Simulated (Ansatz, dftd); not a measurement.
Reaction: BH3S2 (SMILES SBS) → BH2S2 (SMILES [S]BS, doublet) + H (doublet) (the H-S bond breaks)
Each species at its own B3LYP-D3(BJ)/def2-TZVP minimum (Ansatz, a quantum-chemistry and plane-wave program), one conformer.

Property: bond dissociation energy (electronic), in kJ/mol. Radicals and triplets start from unrestricted determinants; spin-orbit coupling is neglected. Cores are frozen in correlated methods. Rows without X2C or -DK are non-relativistic. CBS(X,Y): correlation extrapolated as X^-3, Hartree-Fock from the larger set. A bracket is a step between two methods taken in the basis named. Functionals run without relativity, which enters their misses. Double hybrids freeze cores in their MP2 part. '+ core + X2C': CCSD(T) terms for core correlation (cc-pwCVTZ, 1s frozen past Ne) and scalar relativity (cc-pVTZ-DK). Where a partner has so few electrons that a lower coupled-cluster level is exact, that level stands in.

Compared with CCSD(T)/CBS(cc-pV(T+d)Z,cc-pV(Q+d)Z) + [CCSDT(Q) - CCSD(T)]/cc-pV(D+d)Z + core + X2C (Ansatz).

### Question
Rank these levels by how close they come to it, closest first: B2PLYP-D4/def2-TZVPD (Ansatz + dftd4); B2PLYP/def2-TZVPD (Ansatz); CCSD/CBS(cc-pV(T+d)Z,cc-pV(Q+d)Z) (Ansatz); B2GP-PLYP/def2-TZVPD (Ansatz); MP2/CBS(cc-pV(T+d)Z,cc-pV(Q+d)Z) (Ansatz).

### Answer
MP2/CBS(cc-pV(T+d)Z,cc-pV(Q+d)Z) (385.9 kJ/mol, difference 2.8), CCSD/CBS(cc-pV(T+d)Z,cc-pV(Q+d)Z) (379.9 kJ/mol, difference -3.2), B2PLYP-D4/def2-TZVPD (369.2 kJ/mol, difference -13.9), B2GP-PLYP/def2-TZVPD (368.7 kJ/mol, difference -14.4), B2PLYP/def2-TZVPD (368.1 kJ/mol, difference -15.0)
